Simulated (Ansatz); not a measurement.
```yaml
crystal:
  periodic: [false, false, false]
  atoms:
    - {symbol: Si, position_ang: [-3.623331, 1.510255, -0.408388]}
    - {symbol: Si, position_ang: [-1.928383, -3.328242, 1.951140]}
    - {symbol: Si, position_ang: [0.899213, -3.374813, -0.451552]}
    - {symbol: Si, position_ang: [-1.480331, 1.509969, -3.597204]}
    - {symbol: Si, position_ang: [1.007829, -1.032427, -3.371784]}
    - {symbol: O, position_ang: [-1.663950, -1.238346, -1.114502]}
    - {symbol: Si, position_ang: [-0.838887, 1.095391, 2.635633]}
    - {symbol: Si, position_ang: [0.724325, -0.668151, 2.433594]}
    - {symbol: Si, position_ang: [0.420628, 1.464353, -0.587915]}
    - {symbol: Si, position_ang: [3.511244, -0.682134, -0.643471]}
    - {symbol: Si, position_ang: [3.209003, 2.146005, 2.411897]}
    - {symbol: Si, position_ang: [-2.587255, -1.768062, 0.332652]}
    - {symbol: Si, position_ang: [-2.561225, 0.141760, -2.003974]}
    - {symbol: Si, position_ang: [-2.241307, 2.398526, 1.266357]}
    - {symbol: Si, position_ang: [-0.463625, -2.272271, -2.006223]}
    - {symbol: Si, position_ang: [-0.216850, -2.589405, 3.410410]}
    - {symbol: Si, position_ang: [2.048077, -1.778922, 0.836808]}
    - {symbol: Si, position_ang: [-0.257262, 0.079103, -4.995557]}
    - {symbol: Si, position_ang: [-0.225887, 3.001401, -2.264000]}
    - {symbol: Si, position_ang: [2.081558, 0.563090, -2.008706]}
    - {symbol: Si, position_ang: [2.404449, 0.348154, 3.736032]}
    - {symbol: Si, position_ang: [1.881406, 2.932131, 0.599405]}
    - {symbol: H, position_ang: [-4.113145, 2.651851, -1.270490]}
    - {symbol: H, position_ang: [-4.838671, 0.828777, 0.166196]}
    - {symbol: H, position_ang: [-3.270746, -3.135286, 2.639733]}
    - {symbol: H, position_ang: [-1.897085, -4.742499, 1.441641]}
    - {symbol: H, position_ang: [1.884951, -4.078083, -1.354562]}
    - {symbol: H, position_ang: [0.189518, -4.434016, 0.351954]}
    - {symbol: H, position_ang: [-2.719574, 2.031238, -4.300742]}
    - {symbol: H, position_ang: [1.867284, -2.147353, -3.929469]}
    - {symbol: H, position_ang: [-1.676135, 0.617943, 3.812380]}
    - {symbol: H, position_ang: [0.042313, 2.188874, 3.216044]}
    - {symbol: H, position_ang: [4.290219, -1.774266, -1.338961]}
    - {symbol: H, position_ang: [4.476704, 0.167064, 0.140436]}
    - {symbol: H, position_ang: [4.562149, 1.716370, 1.899065]}
    - {symbol: H, position_ang: [3.456076, 3.310091, 3.345564]}
    - {symbol: H, position_ang: [-3.907876, -2.171429, -0.263061]}
    - {symbol: H, position_ang: [-2.752130, -0.486641, 1.096051]}
    - {symbol: H, position_ang: [-3.586031, -0.745274, -2.678984]}
    - {symbol: H, position_ang: [-3.200864, 3.006143, 2.279491]}
    - {symbol: H, position_ang: [-1.460622, 3.544637, 0.685598]}
    - {symbol: H, position_ang: [-1.382589, -3.190071, -2.774726]}
    - {symbol: H, position_ang: [0.791369, -3.705367, 3.518613]}
    - {symbol: H, position_ang: [-0.873912, -2.388985, 4.752710]}
    - {symbol: H, position_ang: [2.869400, -2.635158, 1.781520]}
    - {symbol: H, position_ang: [-1.158676, -0.847768, -5.772547]}
    - {symbol: H, position_ang: [0.621888, 0.841175, -5.952257]}
    - {symbol: H, position_ang: [0.800462, 3.691558, -3.135756]}
    - {symbol: H, position_ang: [-1.217870, 4.054141, -1.822116]}
    - {symbol: H, position_ang: [2.876335, 1.455730, -2.941625]}
    - {symbol: H, position_ang: [1.816686, 0.845917, 5.032509]}
    - {symbol: H, position_ang: [3.512769, -0.624478, 4.059312]}
    - {symbol: H, position_ang: [1.050348, 4.041222, 1.209192]}
    - {symbol: H, position_ang: [2.894824, 3.621679, -0.292966]}
basis:
  gaussian: {orbitals: def2-SVP, fitting: {mean_field: def2-universal-jkfit}}
magnetization: {spin_polarized: true, initial_magnetization: 2}
hamiltonian: {xc: {name: r2SCAN}, dispersion: rvv10}
output: {forces: true}
```

```sh
$ ansatz run in.yaml --threads 2 --pin off --events-out ev --progress --plain --max-ram 32768MiB --backend cuda --devices 0, --max-vram 18GiB
```

Shortened log:

```
Functional definition: r2SCAN+rVV10
3341 factors; integrals over basis functions are off by at most 3.2e-1 eV
mean field evaluation 1: about -167912.2870 eV, gradient 3.4e1 eV
mean field evaluation 2: about -167884.4659 eV, gradient 8.0e1 eV
mean field evaluation 4: about -167917.9283 eV, gradient 9.5e0 eV
mean field evaluation 8: about -167918.6497 eV, gradient 6.8e-1 eV
mean field evaluation 16: about -167918.6558 eV, gradient 5.8e-3 eV
mean field evaluation 32: about -167916.9945 eV, gradient 7.5e0 eV
mean field evaluation 64: about -167916.3561 eV, gradient 3.0e0 eV
mean field evaluation 96: about -167918.4627 eV, gradient 1.3e0 eV
mean field -167918.65581735 eV, -6170.8967819348 hartree, gradient 3.8e-5 eV, S^2 2.011228; 4 other end points of the search recorded, 0 dependent functions left out
reference -167918.65584615 eV, -6170.8967829930 hartree; 168, 166 occupied and 384, 386 virtual orbitals, 3341 factors
Total energy: -167918.65584615 eV, -6170.8967829930 hartree
Atom 0 force    -0.087218    -0.189666    -0.536592 eV/Å
Atom 1 force    -0.620602     0.153616    -0.056501 eV/Å
Atom 2 force    -0.326958    -0.043740    -0.420987 eV/Å
Atom 3 force    -0.714274    -0.277249     0.065537 eV/Å
Atom 4 force    -0.425510    -0.487766     0.068593 eV/Å
Atom 5 force     0.298082     0.175196     0.356915 eV/Å
Atom 6 force     0.044662     0.199338     0.335109 eV/Å
Atom 7 force     0.146970    -0.088710     0.078467 eV/Å
Atom 8 force     1.288737     1.058876    -0.518678 eV/Å
Atom 9 force     0.192785    -0.046871     0.220088 eV/Å
Atom 10 force     0.258320     0.016093     0.175010 eV/Å
Atom 11 force     0.114550    -0.429689     0.102428 eV/Å
Atom 12 force    -0.152526     0.078763    -0.566996 eV/Å
Atom 13 force    -0.349553     0.342875     0.054326 eV/Å
Atom 14 force    -0.100673    -0.173203     0.010954 eV/Å
Atom 15 force    -0.222135    -0.318642     0.029414 eV/Å
Atom 16 force     0.125181    -0.339475    -0.051772 eV/Å
Atom 17 force     0.119334     0.129116    -0.106011 eV/Å
Atom 18 force    -1.021977     0.147091    -0.442550 eV/Å
Atom 19 force     0.235735    -0.865703    -0.236279 eV/Å
Atom 20 force    -0.048641    -0.052667     0.103210 eV/Å
Atom 21 force    -0.026918     0.220229     0.822328 eV/Å
Atom 22 force     0.008806     0.034755     0.251545 eV/Å
Atom 23 force     0.190949     0.097021     0.018741 eV/Å
Atom 24 force     0.234959    -0.217024     0.165172 eV/Å
Atom 25 force     0.073782     0.167135     0.095594 eV/Å
Atom 26 force     0.074398    -0.003652     0.227968 eV/Å
Atom 27 force     0.166623     0.122523    -0.007346 eV/Å
Atom 28 force     0.324048     0.227940    -0.068716 eV/Å
Atom 29 force     0.120971     0.280894     0.020197 eV/Å
Atom 30 force     0.093110     0.035785    -0.277711 eV/Å
Atom 31 force    -0.107351    -0.126638    -0.079812 eV/Å
Atom 32 force    -0.130665     0.187731     0.027601 eV/Å
Atom 33 force    -0.063097    -0.074684    -0.122895 eV/Å
Atom 34 force    -0.176537     0.088329     0.036127 eV/Å
Atom 35 force    -0.056913    -0.102652    -0.167019 eV/Å
Atom 36 force     0.121318     0.062358     0.166136 eV/Å
Atom 37 force    -0.020489    -0.161075    -0.009362 eV/Å
Atom 38 force     0.109398     0.241264     0.032695 eV/Å
Atom 39 force     0.235695    -0.116474    -0.115200 eV/Å
Atom 40 force    -0.034667    -0.107151     0.120292 eV/Å
Atom 41 force     0.231957     0.086171     0.018433 eV/Å
Atom 42 force    -0.042914     0.206959     0.013761 eV/Å
Atom 43 force     0.148808     0.064945    -0.149909 eV/Å
Atom 44 force    -0.047481     0.192875    -0.066285 eV/Å
Atom 45 force     0.098501     0.111242     0.119308 eV/Å
Atom 46 force    -0.092730    -0.070542     0.015010 eV/Å
Atom 47 force     0.112326    -0.223047     0.413753 eV/Å
Atom 48 force     0.215773    -0.110899     0.031939 eV/Å
Atom 49 force    -0.318498     0.169270     0.295404 eV/Å
Atom 50 force     0.075660    -0.023111    -0.161470 eV/Å
Atom 51 force    -0.120646     0.132679    -0.069640 eV/Å
Atom 52 force     0.093196    -0.148104    -0.130567 eV/Å
Atom 53 force    -0.245661    -0.232633    -0.129761 eV/Å
Dipole moment:     0.054466    -0.119085     0.032467 e Å
```

Run time 77 s (2 threads of AMD EPYC 7R13 on a shared host and a share (18 GiB) of an NVIDIA H100 80GB HBM3), peak host memory 1.8 GiB.
